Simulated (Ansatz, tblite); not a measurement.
Cost and result up the ladder for the cluster B5⁺ (the lowest singlet isomer of a short search) (5 atoms). Charge 1, multiplicity 1. Geometry: B3LYP-D4/def2-SVP.

```xyz
5

B     1.107   -0.291   -0.510
B    -0.682   -0.162    1.010
B    -1.181    0.680   -0.208
B     0.019    0.585   -1.209
B     0.737   -0.811    0.918
```

Ansatz on 4 threads of AMD EPYC 9R45 on a shared host; xTB runs through tblite on one thread. Times are rough, summed over both states, and most runs start from the orbitals of an earlier one. ωB97X-V/def2-TZVP serves as the yardstick here, not as an exact answer. The other state is a quintet at its own geometry.

The xTB rows come from tblite. LC-ωPBE has ω = 0.4 bohr⁻¹. HSE06 is defined as in plane-wave codes, on full-range PBE exchange. Correlated methods freeze 5 core orbitals. The structure comes from a short search, and lower isomers may exist.

Run but left out: HF/STO-3G (singlet: restricted singlet, unstable in another Hartree–Fock run and untested here); HF/def2-TZVP, HF/def2-TZVPP (singlet: restricted singlet, unstable towards broken spin symmetry); MP2/def2-TZVP, MP2/def2-TZVPP (quintet: a determinant that CCSD turns far, T1 0.047).

Correlated methods converge slowly with the basis.

xTB has no spin-polarisation term.

| level | functions | wall time |
| --- | --- | --- |
| GFN1-xTB | 20 | 0.004 s |
| GFN2-xTB | 20 | 0.004 s |
| PBE-D4/def2-TZVP | 155 | 1.2 s |
| PBE0-D4/def2-TZVP | 155 | 1.4 s |
| HSE06-D4/def2-TZVP | 155 | 1.6 s |
| CAM-B3LYP-D4/def2-TZVP | 155 | 1.9 s |
| RPA@PBE/def2-TZVP | 155 | 1.9 s |
| LC-ωPBE/def2-TZVP | 155 | 2 s |
| r2SCAN-D4/def2-TZVP (with forces) | 155 | 2.2 s |
| r2SCANh-D4/def2-TZVP | 155 | 2.4 s |
| ωB97X-V/def2-TZVP | 155 | 4.4 s |
| CCSD(T)/def2-TZVPP | 155 | 14 s |

Task: Estimate what each level gives for the quintet − singlet (eV).

Result: 
```
                            level  quintet − singlet (eV)  difference from ωB97X-V/def2-TZVP (eV)                                                                                    remarks
                         GFN1-xTB                    3.69                                   -0.15                                                                                          –
                         GFN2-xTB                    4.45                                    0.62                                                                                          –
                 PBE-D4/def2-TZVP                    3.94                                    0.10                                                                                          –
                PBE0-D4/def2-TZVP                    3.66                                   -0.18                                                                                          –
               HSE06-D4/def2-TZVP                    3.67                                   -0.17                                                                                          –
           CAM-B3LYP-D4/def2-TZVP                    3.77                                   -0.07                                                                                          –
                RPA@PBE/def2-TZVP                    4.03                                    0.19                                                                                          –
                LC-ωPBE/def2-TZVP                    3.17                                   -0.67                                                                                          –
r2SCAN-D4/def2-TZVP (with forces)                    3.51                                   -0.33                                                                                          –
             r2SCANh-D4/def2-TZVP                    3.45                                   -0.39                                                                                          –
                ωB97X-V/def2-TZVP                    3.84                                    0.00                                                                                          –
               CCSD(T)/def2-TZVPP                    4.31                                    0.47  large T1 (0.025) (singlet), large T1 (0.047) (quintet), restricted SCF unstable (singlet)
```
